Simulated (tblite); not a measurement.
Compound: FGeH3P (doublet state).
Bonds: F1–Ge2, Ge2–P3. Hydrogens: H4, H5 on Ge2; H6 on P3.

Computed with GFN2-xTB (tblite), gas phase: L-BFGS steps from a force-field or distance-geometry start until the largest atomic force falls under 0.01 eV/Å.

Step 24: E = -291.4967 eV
```
atom  x, y, z in Å  |  force x, y, z in eV/Å
F1     -1.0771    1.3295    0.3821    0.007  -0.017  -0.005
Ge2    -0.4513   -0.2622   -0.1011   -0.041   0.011  -0.025
P3      1.7113    0.0690   -0.7822    0.009  -0.024  -0.021
H4     -1.4536   -0.6341   -1.1737    0.005   0.013   0.018
H5     -0.7781   -1.0326    1.1645    0.010  -0.009   0.005
H6      2.0519    0.5323    0.4889    0.009   0.025   0.029
```

Step 25: E = -291.4969 eV
```
atom  x, y, z in Å  |  force x, y, z in eV/Å
F1     -1.0757    1.3288    0.3804    0.009  -0.014   0.000
Ge2    -0.4509   -0.2632   -0.1027   -0.044   0.016  -0.041
P3      1.7143    0.0662   -0.7800   -0.001  -0.026  -0.025
H4     -1.4596   -0.6320   -1.1718    0.022   0.012   0.022
H5     -0.7755   -1.0340    1.1625    0.007  -0.013   0.015
H6      2.0504    0.5361    0.4900    0.006   0.024   0.029
```

**Question.** Estimate the geometry and energy of step 26. (The exact step hangs on the optimiser's Hessian estimate; all steps are aligned on step 25, rigid shifts and turns removed.)

**Answer.** E = -291.4971 eV, largest force 0.052 eV/Å
```
atom  x, y, z in Å  |  force x, y, z in eV/Å
F1     -1.0733    1.3283    0.3783    0.007  -0.007   0.006
Ge2    -0.4513   -0.2639   -0.1052   -0.030   0.014  -0.040
P3      1.7173    0.0626   -0.7774   -0.008  -0.023  -0.015
H4     -1.4662   -0.6298   -1.1691    0.029   0.010   0.015
H5     -0.7721   -1.0362    1.1600    0.003  -0.012   0.018
H6      2.0486    0.5410    0.4918   -0.003   0.018   0.016
```

The energy changes by -0.0002 eV. The first-order estimate −F·Δx gives -0.0003 eV and the mean of the old and new forces, exact on a quadratic surface, -0.0002 eV. The step makes an angle of 76° with the force vector and moves no atom by more than 0.007 Å.

The cost below is that of the whole relaxation. On Arm Neoverse V2, one thread, shared host with 96 logical CPUs at a one-minute load of 57, this took 0.13 s of wall time.
